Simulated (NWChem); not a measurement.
System: SnH₃Cl; SMILES [Cl][SnH3]

The following NWChem deck was run.

```
start job
memory heap 200 mb stack 900 mb global 1100 mb
geometry units angstroms noautosym nocenter noautoz
  Sn     0.000000     0.000000    -0.573892
  Cl     0.000000     0.000000     1.785274
  H      1.589670     0.397314    -1.052230
  H     -1.138918     1.178037    -1.052230
  H     -0.450751    -1.575351    -1.052230
end
basis spherical
  * library def2-svpd
end
ecp
  Sn library def2-ecp
end
dft
  xc xcamb88 1.00 lyp 0.81 vwn_5 0.19 hfexch 1.00
  cam 0.33 cam_alpha 0.19 cam_beta 0.46
  iterations 150
end
tddft
  cis
  nroots 6
  notriplet
end
task tddft energy
```

Structure relaxed at the PBE0/def2-SVP level. Not confirmed as a minimum by frequencies. def2 effective core potentials on Sn; no spin-orbit coupling.

Vertical excitations in the gas phase.

Task: What results follow from this input? (CAM-B3LYP/def2-SVPD with def2 effective core potentials on Sn, TDA.) Quantities: lowest excitation, singlet (eV); oscillator strength of that lowest state; lowest state with f > 0.02, singlet (eV); oscillator strength of that bright state; orbital gap (eV).

Result: 
```json
{
 "lowest excitation, singlet (eV)": "6.28",
 "oscillator_strength_of_that_lowest_state": "0.020",
 "lowest state with f > 0.02, singlet (eV)": "6.28",
 "oscillator_strength_of_that_bright_state": "0.020",
 "orbital gap (eV)": "9.75"
}
```
